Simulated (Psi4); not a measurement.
Torsional profile of SMILES O[SiH2]F. Scanned: dihedral H4–O1–Si2–F3; all other coordinates were relaxed at GFN2-xTB. Points at φ and −φ are mirror images. Heavy atoms are numbered in the order of the SMILES O[SiH2]F, hydrogens after them in the order of the atoms that carry them; the mirror image has the same energies with the sign of each dihedral reversed.

- PBE/def2-TZVP // GFN2-xTB (Psi4)
- PBE-D3(BJ)/def2-TZVP // GFN2-xTB (Psi4)
- B3LYP-D3(BJ)/def2-TZVP // GFN2-xTB (Psi4)
- MP2/cc-pVTZ = DF-MP2 (frozen core)/cc-pVTZ // GFN2-xTB (Psi4 1.11)

Energies relative to the lowest point of each profile, in mEh; the last columns give the difference from MP2:

```
φ / °  PBE/def2-TZVP  PBE-D3(BJ)/def2-TZVP  B3LYP-D3(BJ)/def2-TZVP  MP2/cc-pVTZ  PBE/def2-TZVP − MP2/cc-pVTZ  PBE-D3(BJ)/def2-TZVP − MP2/cc-pVTZ  B3LYP-D3(BJ)/def2-TZVP − MP2/cc-pVTZ
-----  -------------  --------------------  ----------------------  -----------  ---------------------------  ----------------------------------  ------------------------------------
-160             2.6                   2.6                     2.4          2.4                          0.2                                 0.2                                   0.0
-140             2.1                   2.1                     2.0          2.1                          0.1                                 0.1                                  -0.1
-120             1.4                   1.4                     1.3          1.4                         -0.1                                -0.1                                  -0.1
-100             0.6                   0.6                     0.6          0.6                         -0.1                                -0.1                                  -0.1
-80              0.0                   0.0                     0.0          0.1                         -0.1                                -0.1                                   0.0
-60              0.0                   0.0                     0.0          0.0                          0.0                                 0.0                                   0.0
-40              0.7                   0.7                     0.5          0.6                          0.1                                 0.1                                  -0.1
-20              1.5                   1.5                     1.2          1.4                          0.2                                 0.1                                  -0.2
0                1.9                   1.9                     1.6          1.8                          0.2                                 0.2                                  -0.2
20               1.5                   1.5                     1.2          1.4                          0.2                                 0.1                                  -0.2
40               0.7                   0.7                     0.5          0.6                          0.1                                 0.1                                  -0.1
60               0.0                   0.0                     0.0          0.0                          0.0                                 0.0                                   0.0
80               0.0                   0.0                     0.0          0.1                         -0.1                                -0.1                                   0.0
100              0.6                   0.6                     0.6          0.6                         -0.1                                -0.1                                  -0.1
120              1.4                   1.4                     1.3          1.4                         -0.1                                -0.1                                  -0.1
140              2.1                   2.1                     2.0          2.1                          0.1                                 0.1                                  -0.1
160              2.6                   2.6                     2.4          2.4                          0.2                                 0.2                                   0.0
180              2.7                   2.7                     2.5          2.5                          0.3                                 0.3                                   0.1
```

PBE/def2-TZVP is furthest from MP2/cc-pVTZ at 180 (0.3 mEh, above); its mean absolute difference over the points is 0.1 mEh.

PBE-D3(BJ)/def2-TZVP is furthest from MP2/cc-pVTZ at 180 (0.3 mEh, above); its mean absolute difference over the points is 0.1 mEh.

B3LYP-D3(BJ)/def2-TZVP is furthest from MP2/cc-pVTZ at 0 (-0.2 mEh, below); its mean absolute difference over the points is 0.1 mEh.
